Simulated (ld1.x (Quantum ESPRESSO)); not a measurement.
# Varying the TM potential for tin

Base potential:

```
Element                 : tin (Sn)
Generator               : ld1.x (Quantum ESPRESSO) 7.5
Type                    : norm-conserving Troullier–Martins (Kleinman–Bylander form)
Functional              : PBEsol
Relativity              : scalar-relativistic
Frozen core             : [Kr]
Valence charge          : 14
Reference configuration : 4d10 5s2 5p1 (charge +1)
Partial waves           : 5p (bound): rc 2.65 bohr; 4d (bound): rc 1.40 bohr; 5s (bound): rc 1.90 bohr
Local potential         : the s channel
Core correction         : a·sin(br)/r model core, default radius (core density twice the valence density)
```

All-electron outer shells of the reference configuration (PBEsol, scalar-relativistic, ld1.x):

```csv
shell,level (eV),outermost node (bohr),outermost maximum (bohr)
4p,-97.58,0.41,0.79
4d,-33.78,0.39,0.88
5s,-17.88,0.98,1.99
5p,-10.28,1.08,2.43
```

Cutoffs, loose and tight: the cutoffs (Ry, on a coarse ladder) from which the occupation-weighted sum of valence levels, in a spherical-Bessel basis at the reference potential, stays within 10 and 1 mRy of its value at 400 Ry. They do not see the model core or the augmentation charge, which bear on the density cutoff. Test errors are all-electron minus pseudo excitation energies from the reference, over the configurations 4d10 5s2 5p2; 4d10 5s2 5p0; 4d10 5s1 5p0; 4d9 5s2 5p2; 4d9 5s2 5p3; 4d10 5s1 5p3; 4d10 5s1 5p2. A dash means not determined; rows that change the core or the reference have their own tests.

The default core radius of the base comes out at 0.65 bohr.

```tsv
change	outcome	cutoff, loose	cutoff, tight	bound ghosts	largest test error (meV)
base	generated	90 Ry	140 Ry	none	-423
core correction none	generated	90 Ry	140 Ry	none	-373
core correction a·sin(br)/r model core inside 0.62 bohr	generated	90 Ry	140 Ry	none	-423
core correction a·sin(br)/r model core inside 0.78 bohr	generated	90 Ry	140 Ry	none	-423
core correction a·sin(br)/r model core inside 0.90 bohr	generated	90 Ry	140 Ry	none	-422
core correction a·sin(br)/r model core inside 1.08 bohr	generated	90 Ry	140 Ry	none	-417
core correction a·sin(br)/r model core inside 1.18 bohr	generated	90 Ry	140 Ry	none	-412
core correction a·sin(br)/r model core inside 1.38 bohr	generated	90 Ry	140 Ry	none	-400
core correction a·sin(br)/r model core inside 1.48 bohr	generated	90 Ry	140 Ry	none	-393
core correction a·sin(br)/r model core inside 1.66 bohr	generated	90 Ry	140 Ry	none	-383
```
